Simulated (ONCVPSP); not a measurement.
Potentials for S compared

Generated with ld1.x 7.5 (TM, RRKJ, ultrasoft, PAW), atompaw 4.2 or ONCVPSP 4.0.1. The cutoff is in Ry: for ld1.x and atompaw files where the sum of valence levels is converged to 10 mRy in a Bessel basis, for ONCV files where the hardest occupied wave has 1 mHa per electron of residual kinetic energy. The error is the largest all-electron minus pseudo excitation energy over each file’s own four to seven test configurations (ionisations up to +4, promotions, holes and added fractions of an electron), all of which were solved. The labels leave out finer settings (local radius, basis sizes, second energies), which also bear on the numbers. Spin-polarised tests are not counted. The rows are a selection from randomly drawn settings: files with unsolved tests, undetermined cutoffs or missed reference levels are left out.

A true bound ghost makes a file unfit for plane-wave use even where its test errors are small: the radial tests pick states by their node count and pass the ghost by.

```csv
potential,cutoff (Ry),largest error (meV),bound ghosts
"ONCV, PW91, scalar-relativistic, rc 1.35/1.30 (sp), local smoothed, core correction yes, reference 3s2 3p4, qcut 4.2/5.7, projectors 3/2",70,+57,s
"ONCV, PBE, fully relativistic, rc 0.80/0.95 (sp), local smoothed, core correction yes, reference 2s2 2p6 3s2 3p4, qcut 14.6/15, projectors 2/2",185,+1328,none
"ONCV, PBE, scalar-relativistic, rc 1.45/1.10 (sp), local p, core correction yes, reference 3s2 3p4, qcut 4.1/8.4, projectors 2/0",75,+63,none
"ONCV, PBE, scalar-relativistic, rc 1.55/1.30 (sp), local smoothed, core correction no, reference 3s2 3p4, qcut 3.8/7.4, projectors 3/2",102,+52,none
"ONCV, PBEsol, scalar-relativistic, rc 0.75/0.80/0.80 (spd), local smoothed, core correction yes, reference 2s2 2p6 3s1.75 3p4.25, qcut 12.4/19/13.8, projectors 2/2/1",273,+3.8,none
"ONCV, LDA (Perdew-Wang 92), scalar-relativistic, rc 1.35/1.30 (sp), local smoothed, core correction no, reference 3s2 3p3, qcut 3.8/5.2, projectors 2/3",116,+69,p
```

Task: Fill in the row for S: ONCV, LDA (Perdew-Wang 92), fully relativistic, rc 1.45/1.15/1.15 (spd), local p, core correction yes, reference 3s2 3p2, qcut 3.8/7.4/9.3, projectors 3/0/1.

Result: cutoff 148 Ry, largest error +9.9 meV, bound ghosts: s.

Task: Fill in the row for S: ONCV, PBE, scalar-relativistic, rc 1.20/1.75 (sp), local s, core correction yes, reference 3s2 3p4, qcut 5.4/5.2, projectors 0/2.

Result: cutoff 239 Ry, largest error +37 meV, bound ghosts: none.
